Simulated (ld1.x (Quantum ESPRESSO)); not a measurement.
# O (Z = 8), PAW: configuration errors across variants

| Quantity | Value |
| --- | --- |
| Element | O (Z = 8) |
| Generator | ld1.x (Quantum ESPRESSO) 7.5 |
| Type | PAW |
| Functional | PBEsol |
| Relativity | scalar-relativistic |
| Frozen core | [He] |
| Valence charge | 6 |
| Reference configuration | 2s2 2p4 |
| Partial waves | 2s (bound): rcut 0.55, rcutus 0.80 bohr; 2s channel at -0.2 Ry: rcut 0.55, rcutus 0.80 bohr; 2p (bound): rcut 1.95, rcutus 2.15 bohr; 2p channel at 0.05 Ry: rcut 1.95, rcutus 2.15 bohr |
| Local potential | all-electron potential smoothed inside 0.70 bohr (lloc = -1) |
| Core correction | Bessel-smoothed model core inside 0.55 bohr |
| Augmentation charge | PSQ, inside the norm-conserving radii |

All-electron excitation energies from the reference (eV): (1) 2s2 2p3 16.360; (2) 2s2 2p2 49.837; (3) 2s2 2p1 103.544; (4) 2s2 2p3.5 6.254; (5) 2s2 2p0 180.189; (6) 2s1 2p5 14.855; (7) 2s0 2p6 29.748.

The overlap operator is not positive definite (basis up to 400 Ry) in “base”, “wave 2s channel at -0.2 Ry: rcut 0.55, rcutus 0.80 bohr becomes 2s channel at -1.59 Ry: rcut 0.55, rcutus 0.80 bohr”, “wave 2s channel at -0.2 Ry: rcut 0.55, rcutus 0.80 bohr becomes 2s channel at -1.53 Ry: rcut 0.55, rcutus 0.80 bohr”, “wave 2s channel at -0.2 Ry: rcut 0.55, rcutus 0.80 bohr becomes 2s channel at -1.19 Ry: rcut 0.55, rcutus 0.80 bohr”, “wave 2s channel at -0.2 Ry: rcut 0.55, rcutus 0.80 bohr becomes 2s channel at -0.83 Ry: rcut 0.55, rcutus 0.80 bohr”, “wave 2s channel at -0.2 Ry: rcut 0.55, rcutus 0.80 bohr becomes 2s channel at 1.26 Ry: rcut 0.55, rcutus 0.80 bohr”, “wave 2s channel at -0.2 Ry: rcut 0.55, rcutus 0.80 bohr becomes 2s channel at 4.26 Ry: rcut 0.55, rcutus 0.80 bohr”. Such files are unfit for use, however small their errors in these radial tests.

Errors AE − PS in meV (a dash: test not solved or not reliable):

```tsv
change	(1)	(2)	(3)	(4)	(5)	(6)	(7)	bound ghosts
base	+8.2	-47	-156	+4.7	+201	+12	+9.0	not determined (overlap not positive)
wave 2s channel at -0.2 Ry: rcut 0.55, rcutus 0.80 bohr becomes 2s channel at -1.59 Ry: rcut 0.55, rcutus 0.80 bohr	+11	-32	-145	+4.9	+336	+22	+9.0	not determined (overlap not positive)
wave 2s channel at -0.2 Ry: rcut 0.55, rcutus 0.80 bohr becomes 2s channel at -1.53 Ry: rcut 0.55, rcutus 0.80 bohr	+9.9	-38	-150	+4.8	+279	+18	+9.0	not determined (overlap not positive)
wave 2s channel at -0.2 Ry: rcut 0.55, rcutus 0.80 bohr becomes 2s channel at -1.19 Ry: rcut 0.55, rcutus 0.80 bohr	+8.7	-44	-155	+4.7	+226	+14	+9.0	not determined (overlap not positive)
wave 2s channel at -0.2 Ry: rcut 0.55, rcutus 0.80 bohr becomes 2s channel at -0.83 Ry: rcut 0.55, rcutus 0.80 bohr	+8.4	-45	-156	+4.7	+214	+13	+9.0	not determined (overlap not positive)
wave 2s channel at -0.2 Ry: rcut 0.55, rcutus 0.80 bohr becomes 2s channel at 1.26 Ry: rcut 0.55, rcutus 0.80 bohr	+8.1	-50	-156	+4.7	+179	+10	+9.0	not determined (overlap not positive)
wave 2s channel at -0.2 Ry: rcut 0.55, rcutus 0.80 bohr becomes 2s channel at 4.26 Ry: rcut 0.55, rcutus 0.80 bohr	+8.1	-52	-154	+4.8	+149	+8.4	+9.0	not determined (overlap not positive)
```

Q: Give the same row for: wave 2s channel at -0.2 Ry: rcut 0.55, rcutus 0.80 bohr becomes 2s channel at 0.01 Ry: rcut 0.55, rcutus 0.80 bohr.

A: +8.2, -47, -156, +4.7, +198, +12, +9.0; bound ghosts: not determined (overlap not positive). Its overlap operator is not positive definite in a basis up to 400 Ry (lowest eigenvalue p -0.09), so the file is unfit for use: the generalised eigenproblem breaks down once the basis is large enough, and its test numbers describe a broken file.
